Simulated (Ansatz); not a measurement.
C₆H₁₅Ga, singlet, at a GFN2-xTB geometry (such geometries of metal compounds can be far from the true shape); SVWN5/6-311G** (Ansatz, a first-principles code).

Ansatz was given this input:
Ansatz 0.2 input:
```yaml
crystal:
  periodic: [false, false, false]
  atoms:
    - {symbol: Ga, position_ang: [0.20765724, -0.18578769, 0.08484415]}
    - {symbol: C, position_ang: [2.15449591, -0.00243554, -0.62437797]}
    - {symbol: C, position_ang: [2.52584565, 1.45665161, -0.90260025]}
    - {symbol: H, position_ang: [2.26350824, -0.59433265, -1.54231760]}
    - {symbol: H, position_ang: [2.85965946, -0.43164233, 0.09856234]}
    - {symbol: H, position_ang: [2.46487413, 2.04864713, 0.01203422]}
    - {symbol: H, position_ang: [1.84225170, 1.89501016, -1.63185420]}
    - {symbol: H, position_ang: [3.54087047, 1.54199615, -1.29433367]}
    - {symbol: C, position_ang: [-0.59277549, -2.08147886, 0.38545805]}
    - {symbol: C, position_ang: [-1.85664124, -2.03529877, 1.24940811]}
    - {symbol: H, position_ang: [0.15776466, -2.72976482, 0.85587772]}
    - {symbol: H, position_ang: [-0.82881288, -2.54312562, -0.58194410]}
    - {symbol: H, position_ang: [-2.60657798, -1.38329585, 0.79839688]}
    - {symbol: H, position_ang: [-1.62876731, -1.64626471, 2.24313170]}
    - {symbol: H, position_ang: [-2.29648864, -3.02727608, 1.36516327]}
    - {symbol: C, position_ang: [-0.96928663, 1.49228918, 0.40838179]}
    - {symbol: C, position_ang: [-1.90576522, 1.74701485, -0.78062465]}
    - {symbol: H, position_ang: [-0.34269789, 2.37823255, 0.56878289]}
    - {symbol: H, position_ang: [-1.57239703, 1.36426648, 1.31615276]}
    - {symbol: H, position_ang: [-2.54739393, 0.88231876, -0.96002119]}
    - {symbol: H, position_ang: [-1.33278812, 1.93153123, -1.69088302]}
    - {symbol: H, position_ang: [-2.54561692, 2.61266288, -0.60078697]}
basis:
  gaussian:
    orbitals: 6-311G__.json
hamiltonian:
  xc: {name: SVWN5}
```
The basis file holds 6-311G** in the JSON format of the Basis Set Exchange.

### Question
Predict the main parts of the log of this Ansatz run.

### Answer

```
Functional definition: SVWN5
1946 factors; their error is unknown
mean field evaluation 1: about -58665.7865 eV, gradient 1.3e2 eV
mean field evaluation 2: about -58569.2006 eV, gradient 2.2e2 eV
mean field evaluation 4: about -58700.8283 eV, gradient 2.2e1 eV
mean field evaluation 8: about -58701.6482 eV, gradient 1.0e-1 eV
mean field evaluation 16: about -58701.5908 eV, gradient 6.4e-4 eV
mean field -58701.59081544 eV, -2157.2436731001 hartree, gradient 2.7e-5 eV, S^2 0.000000; 0 other end points of the search recorded, 0 dependent functions left out
reference -58701.59087336 eV, -2157.2436752285 hartree; 41, 41 occupied and 201, 201 virtual orbitals, 1946 factors
Total energy: -58701.59087336 eV, -2157.2436752285 hartree
```
